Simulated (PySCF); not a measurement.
## Ionisation energy of Ni¹⁰⁺ by level of theory

Ni¹⁰⁺ [Ar] (1S) → Ni¹¹⁺ [Ne] 3s2 3p5 (2P), as a difference of total energies. All numbers are calculated (PySCF 2.14, scalar relativity by spin-free X2C-1e, in an even-tempered Gaussian basis (19 s from 0.59 bohr⁻², ratio 2.5; 12 p from 0.76 bohr⁻², ratio 2.5; 5 d from 5.6 bohr⁻², ratio 2.7; 4 f from 8.4 bohr⁻², ratio 2.7)). Correlated levels: outer shells: 1s2 frozen; virtual orbitals above 40 to 60 times the deepest correlated orbital energy dropped. The calculations carry no spin-orbit coupling.

| method | ionisation energy (eV) |
| --- | --- |
| UHF | 319.16 |
| LDA | 320.63 |
| PBE0 | 320.52 |
| PW91 | 320.57 |
| revPBE | 320.33 |
| MP2 (outer shells) | 320.06 |
| SCS-MP2 (outer shells) | 319.93 |

**Question.** Estimate what PBE gives.

**Answer.** 320.38 eV, closest to revPBE among the rows shown.

**Question.** Estimate what r2SCAN gives.

**Answer.** 320.78 eV, closest to LDA among the rows shown.

A first-order spin-orbit estimate (lowest level to lowest level, LS coupling) adds -0.943 eV.

For comparison: 319.5 ± 0.7 eV (semi-empirical (NIST evaluation); NIST Atomic Spectra Database, ionization energies).
